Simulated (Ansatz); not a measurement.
Job for Ansatz (a first-principles code): R-B3LYP/def2-TZVPP on CH5BOSe (SMILES COB[SeH]), a point of a torsion scan.

Ansatz 0.2 input:
```yaml
crystal:
  periodic: [false, false, false]
  atoms:
    - {symbol: C, position_ang: [-1.15353520, -0.80385203, 0.04169435]}
    - {symbol: O, position_ang: [-0.32395349, 0.25022618, -0.27964702]}
    - {symbol: B, position_ang: [0.47502723, 1.22859413, -0.47523372]}
    - {symbol: Se, position_ang: [-0.16715512, 3.10380459, -0.27037987]}
    - {symbol: H, position_ang: [-0.56400013, -1.70956816, 0.22672186]}
    - {symbol: H, position_ang: [-1.83822485, -0.98726934, -0.79161480]}
    - {symbol: H, position_ang: [-1.74022622, -0.56452929, 0.93583336]}
    - {symbol: H, position_ang: [1.60216780, 1.12822080, -0.80209457]}
    - {symbol: H, position_ang: [-1.52006780, 2.80742115, 0.11504668]}
basis:
  gaussian:
    orbitals: def2-TZVPP
hamiltonian:
  xc: {name: B3LYP}
scf: {lower_state_search: off}
```

The head of its log:

```
WARN ansatz: RAYON_NUM_THREADS=1 ignored (pool sized by the plan → 1); use --threads N
Functional definition: B3LYP
these checks for a lower state are left out or cut short: stability, starts, cluster_reference, orbital_swaps, neighbouring_geometries, increment
integrals: 0.12 GiB planned
1204 factors; their error is unknown
mean field: 1.11 GiB planned
mean field evaluation 1: about -69188.7771 eV, gradient 5.6e1 eV
mean field evaluation 2: about -69177.1151 eV, gradient 9.5e1 eV
```

### Question
Give the final energy of this run.

### Answer
-2542.8759 hartree.
